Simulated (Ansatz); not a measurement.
Consider the ligand exchange at the Si–N bond: `F[SiH2]N[SiH3]` + `[OH][Cd][Cl]` → `[SiH3][O][Cd][Cl]` + `N[SiH2]F`.

Calculated with Ansatz (gas phase, PBE0-D4/def2-TZVP geometries, no zero-point term in ΔE). CCSD(T)/CBS adds triple-zeta CCSD(T) − MP2 to the extrapolated MP2 energy (def2 sets, frozen cores). This one scheme is used for every species. DFT in def2-TZVPP. B3LYP here is the variant with VWN-RPA as its local correlation; programs differ in this. Elements past krypton have def2 core potentials. For Cd outer-core shells are correlated without core-valence functions, which leaves a few kJ/mol of doubt a bond. Each species was taken in one conformer, which may not be the lowest.

| level | ΔE (eV) |
| --- | --- |
| B97M-V | -0.58 |
| B3LYP-D4 | -0.55 |
| r2SCAN0-D4 | -0.58 |
| r2SCANh | -0.57 |

**Question.** What does CCSD(T)/CBS give? (Best estimate.)

**Answer.** The calculation gave: -0.55 eV. The listed levels differ from it by -0.03, 0.00, -0.03, -0.02 eV.

Largest T1 diagnostic among the species: 0.015.

In def2-TZVPP, CCSD(T) changes the Hartree–Fock value by +0.16 eV (the triples alone add +0.02 eV) and MP2 by +0.16 eV. Leaving LDA and LC-ωPBE aside and taking each functional with its dispersion term where it has one, the values, not all of them listed here, spread over 0.19 eV, from BHLYP-D4 to revPBE-D4.
